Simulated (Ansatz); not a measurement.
This triplet is an excited state, 1.10 eV above the relaxed singlet at the level frozen-core CCSD(T)/aug-cc-pVTZ // PBE-D3(BJ)/def2-SVPD (Ansatz, a first-principles code).

Z-matrix (Å, degrees):
```
N
H 1 1.0266
H 1 1.0266 2 107.34
B 1 1.4921 2 116.92 3 -133.66
H 4 1.2306 1 126.36 2 -115.38
```
Charge -1, spin multiplicity 3.

Level of theory: frozen-core CCSD(T)/aug-cc-pVTZ // PBE-D3(BJ)/def2-SVPD (Ansatz).

```
Quantity                      Result
----------------------  ------------
HF energy               -80.81447 Ha
MP2 correlation energy   -0.32272 Ha
```

**Question.** Estimate the CCSD correlation energy, the (T) correction, the total energy and the T1 diagnostic.

**Answer.** 
* **CCSD correlation energy**: -0.34257 Ha
* **(T) correction**: -0.01454 Ha
* **CCSD(T) total energy**: -81.17158 Ha
* **T1 diagnostic**: 0.029
